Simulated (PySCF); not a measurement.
## Excitation energy of Mn²⁺ by level of theory

Mn²⁺ [Ar] 3d5 (6S) → Mn²⁺ [Ar] 3d4 4p1 (high-spin determinant), as a difference of total energies. Computed with PySCF 2.14 in aug-cc-pVDZ (7s6p4d2f, 59 functions), with the non-relativistic Hamiltonian (point nucleus). Correlated levels: valence: [Ar] frozen. The calculations carry no spin-orbit coupling.

```tsv
method	excitation energy (eV)
UHF	13.416
LDA	14.019
PBE	13.734
PBE0	13.853
r2SCAN	13.852
B2PLYP	13.828
CAM-B3LYP	13.844
wB97M-V	13.873
revPBE	13.715
MP2 (valence)	13.992
SCS-MP2 (valence)	13.608
```

**Question.** How much does correlation contribute at MP2 (valence)?

**Answer.** 13.992 − (13.416) = 0.576 eV, measured against UHF.

A first-order spin-orbit estimate (lowest level to lowest level, LS coupling) adds -0.100 eV.

The determinant of the upper state mixes LS terms, which raises its energy above the lowest term, most at the Hartree-Fock and MP2 levels.
